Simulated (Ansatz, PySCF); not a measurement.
This singlet lies 0.68 eV below the relaxed triplet at the level B3LYP/cc-pVTZ // PBE0-D3(BJ)/def2-TZVP (Ansatz, a quantum-chemistry and plane-wave program).

```xyz
10

C     -2.2972     0.0839    -0.0965
C     -1.0348     0.1655     0.3486
Si    -0.0116    -1.3878     0.1522
Si     2.0754    -0.2295    -0.0432
H     -2.9459     0.9523    -0.1920
H     -2.7243    -0.8696    -0.4010
H     -0.6632     1.1417     0.6572
H      2.1986     0.9472     0.8695
H      2.1289     0.2891    -1.4458
H      3.2742    -1.0928     0.1511
```

Charge 0, multiplicity 1.

Task: Give the Mulliken and meta-Löwdin atomic charges from PBE0-D3(BJ)/def2-TZVP in PySCF 2.14.0.

Result: 
```csv
atom,Mulliken (e),meta-Löwdin (e)
C1,-0.21,-0.18
C2,-0.23,-0.33
Si3,0.11,0.20
Si4,-0.03,0.16
H5,0.14,0.13
H6,0.14,0.13
H7,0.13,0.12
H8,-0.02,-0.08
H9,-0.01,-0.07
H10,-0.02,-0.08
```
